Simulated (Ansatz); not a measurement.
AlGaH3Sn: where a starting geometry ends

The starting geometry of this gas-phase doublet was optimised with GFN2-xTB.

```xyz
6

Al   -1.8796    0.2359    2.0183
Ga   -2.3715    0.9619   -0.8313
Sn   -3.4210   -1.3748    0.6516
H    -1.1751    0.2658    3.4157
H    -1.6765   -1.4710   -0.1066
H    -1.1766    1.6009    1.3520
```

Problem. Predict what it relaxes into with B3LYP-D3(BJ)/def2-SVP.

Solution. A new bond forms, giving a structure with H5 bridging Sn3 and Al1, given below by its coordinates. Contacts that close: Al1–H5 (2.73 → 1.76 Å).

The energy falls by 0.51 eV over 15 steps:

```json
{"step": "1", "E − E(last) (eV)": "0.509"}
{"step": "3", "E − E(last) (eV)": "0.276"}
{"step": "4", "E − E(last) (eV)": "0.220"}
{"step": "6", "E − E(last) (eV)": "0.132"}
{"step": "7", "E − E(last) (eV)": "0.073"}
{"step": "9", "E − E(last) (eV)": "0.036"}
{"step": "10", "E − E(last) (eV)": "0.011"}
{"step": "12", "E − E(last) (eV)": "0.000"}
{"step": "13", "E − E(last) (eV)": "0.000"}
{"step": "15", "E − E(last) (eV)": "0.000"}
```

Final geometry (Å):

```json
{"atom": "Al", "x (Å)": "-1.7953", "y (Å)": "0.1517", "z (Å)": "1.8295"}
{"atom": "Ga", "x (Å)": "-2.6008", "y (Å)": "1.2656", "z (Å)": "-0.6617"}
{"atom": "Sn", "x (Å)": "-3.4419", "y (Å)": "-1.3790", "z (Å)": "0.3399"}
{"atom": "H", "x (Å)": "-1.1807", "y (Å)": "0.1434", "z (Å)": "3.2888"}
{"atom": "H", "x (Å)": "-1.4834", "y (Å)": "-1.3061", "z (Å)": "0.8852"}
{"atom": "H", "x (Å)": "-1.1981", "y (Å)": "1.3430", "z (Å)": "0.8179"}
```

Frequencies at the end are all real (lowest 107 cm⁻¹). Open shells are spin-unrestricted. Atoms past krypton carry core potentials, without spin–orbit terms. Run with Ansatz 0.2.0, 50 s on 2 threads of Intel(R) Xeon(R) 6975P-C (Granite Rapids), on a shared host.
